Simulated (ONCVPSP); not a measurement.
**u(r) = r·R(r): atom against pseudo-atom (Mg)**

Columns: radius, all-electron u(r) and pseudo u(r) of the 2p shell (level -46.61 eV) of magnesium in the configuration [He] 2s2 2p6 3s2; PBE, scalar-relativistic, ONCV scheme, ONCVPSP 4.0.1.

```tsv
r (bohr)	all-electron	pseudo
0.072	0.1821	0.0753
0.145	0.4966	0.2829
0.217	0.7712	0.5608
0.290	0.9705	0.8443
0.362	1.0895	1.0661
0.435	1.1438	1.1982
0.507	1.1488	1.2362
0.580	1.1194	1.2022
0.652	1.0682	1.1269
0.725	1.0028	1.0349
0.798	0.9303	0.9434
0.870	0.8561	0.8598
0.942	0.7823	0.7828
1.015	0.7099	0.7099
1.088	0.6412	0.6412
1.160	0.5778	0.5777
1.232	0.5190	0.5190
1.305	0.4643	0.4643
1.378	0.4144	0.4144
1.450	0.3697	0.3697
1.522	0.3293	0.3292
1.595	0.2924	0.2923
1.668	0.2593	0.2592
1.740	0.2300	0.2300
1.812	0.2040	0.2039
1.885	0.1804	0.1804
```

**Question.** How many radial nodes do the two functions have?

**Answer.** The all-electron 2p function has n − l − 1 = 0; the pseudo-wave has 0.

**Question.** At about which radius was the pseudo-wave matched?

**Answer.** 1.05 bohr, where the columns begin to agree (steps of 0.07 bohr).

**Question.** Is the pseudo-wave norm-conserving?

**Answer.** Yes: the ONCV scheme keeps the norm inside the radius equal to the all-electron one, which fixes the energy derivative of the logarithmic derivative at the level.
